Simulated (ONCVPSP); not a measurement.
K (Z = 19) ONCV: all-electron and pseudo phase curves

| Property | Result |
| --- | --- |
| Element | potassium (K) |
| Generator | ONCVPSP 4.0.1 |
| Type | optimised norm-conserving Vanderbilt (ONCV) |
| Functional | PBEsol |
| Relativity | scalar-relativistic |
| Frozen core | [Ne] |
| Valence charge | 9 |
| Reference configuration | 3s2 3p6 3d1 |
| Partial waves | 3s: rc 1.35 bohr, ncon 4, nbas 7, qcut 3.8 1/bohr, 2 projectors, debl 2.1 Ha; 3p: rc 1.90 bohr, ncon 3, nbas 6, qcut 6.8 1/bohr, 1 projector; 3d: rc 4.00 bohr, ncon 4, nbas 9, qcut 2 1/bohr, 2 projectors, debl 2 Ha |
| Local potential | polynomial inside 1.25 bohr (lpopt 5, dvloc0 0 Ha) |
| Core correction | none |

The phase is arctan(r·R′/R) of the radial function R(r), unwrapped; energies in Ha, scanned from -3 to 5 Ha. A pole is an energy at which the radial function vanishes at the test radius. The pseudo phase is shifted by a multiple of π to meet the all-electron one at the reference energy, and phase errors are pseudo minus all-electron; the curves can meet again beyond the range given. Levels narrower than the energy grid can be missing from the lists of poles.

```
channel  radius (bohr)  reference energy (Ha)     poles, all-electron     poles, pseudo  unbroken range about the reference energy with phases within 0.05 rad  phase error 1 Ha above the reference energy (rad)
      s           1.37                  -1.35                    1.07              1.07                                                        the whole range                                             -0.000
      p           1.93                  -0.75                   -0.17       -0.17, 4.83                                                              below 1.2                                             -0.005
      d           4.06                  -0.02  0.11, 1.00, 2.60, 4.86  0.16, 1.39, 2.78                                                            -0.1 to 0.0                                             +0.346
```

Phases in the p channel:

```tsv
E (Ha)	all-electron	pseudo
-2.98	1.242	1.241
-2.54	1.181	1.181
-2.10	1.074	1.073
-1.66	0.825	0.822
-1.22	-0.056	-0.059
-0.78	-1.165	-1.165
-0.34	-1.501	-1.502
0.10	-1.658	-1.662
0.54	-1.784	-1.793
0.98	-1.941	-1.967
1.42	-2.233	-2.328
1.86	-2.967	-3.264
2.30	-3.892	-4.080
2.74	-4.280	-4.374
3.18	-4.445	-4.507
3.62	-4.536	-4.585
4.06	-4.595	-4.640
4.50	-4.638	-4.683
4.94	-4.673	-4.722
```
